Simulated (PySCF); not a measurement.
C₂H₅ClGeO, SMILES [Cl][GeH]1[CH2]O[CH2]1.

Geometry: B3LYP-D3(BJ)/def2-SVP. The structure was generated by enumeration, and PubChem lists no compound with its InChIKey, so it may never have been made.

Method: HF/def2-TZVP (PySCF).

Symmetry labels are those of the subgroup Cs that the program uses (full group Cs).

Problem. List the valence orbital energies around the gap with their symmetry. (An estimate is asked for; the answer gives what the named calculation found.)

Solution. 
```json
[
 {"orbital": "HOMO−7", "symmetry": "A\"", "energy (eV)": "-16.79"},
 {"orbital": "HOMO−6", "symmetry": "A\"", "energy (eV)": "-15.38"},
 {"orbital": "HOMO−5", "symmetry": "A'", "energy (eV)": "-13.92"},
 {"orbital": "HOMO−4", "symmetry": "A\"", "energy (eV)": "-13.02"},
 {"orbital": "HOMO−3", "symmetry": "A'", "energy (eV)": "-12.85"},
 {"orbital": "HOMO−2", "symmetry": "A'", "energy (eV)": "-12.15"},
 {"orbital": "HOMO−1", "symmetry": "A\"", "energy (eV)": "-11.07"},
 {"orbital": "HOMO", "symmetry": "A'", "energy (eV)": "-10.99"},
 {"orbital": "LUMO", "symmetry": "A\"", "energy (eV)": "3.15"},
 {"orbital": "LUMO+1", "symmetry": "A'", "energy (eV)": "3.41"},
 {"orbital": "LUMO+2", "symmetry": "A'", "energy (eV)": "4.03"},
 {"orbital": "LUMO+3", "symmetry": "A'", "energy (eV)": "4.29"}
]
```
